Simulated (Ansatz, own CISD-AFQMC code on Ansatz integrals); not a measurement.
C3H5N, SMILES `C#CNC` (charge 0, multiplicity 1).

Cartesian coordinates (Å):
```xyz
9

C      2.1253     0.4695    -0.1237
C      0.9960     0.4844     0.2919
N     -0.2523     0.4506     0.7815
C     -1.1543    -0.5984     0.3079
H      3.1260     0.4640    -0.4749
H     -0.6843     1.3572     0.8845
H     -0.6939    -1.5684     0.4905
H     -2.0828    -0.5443     0.8754
H     -1.3797    -0.5146    -0.7609
```
Charge 0, multiplicity 1.

Frozen-core correlation energies in cc-pVDZ at a geometry from B3LYP-D3(BJ)/def2-TZVP, on an HF energy of -170.89077 Ha (<S^2> = 0.00). Wave-function levels are from Ansatz, the walk from an own CISD-AFQMC code on Ansatz integrals (time step 0.005/Ha, trial state from CCSD amplitudes, largest double 0.05).

```
level    correlation energy (mHa)
-------  ------------------------
MP2                        -560.4
CCSD                       -595.8
CCSD(T)                    -616.8
```

Q: What correlation energy does phaseless AFQMC give, and where does it lie among these levels?

A: -619.2 ± 0.4 mHa (one standard error). AFQMC minus each level: MP2 -58.8 mHa, CCSD -23.3 mHa, CCSD(T) -2.4 mHa.
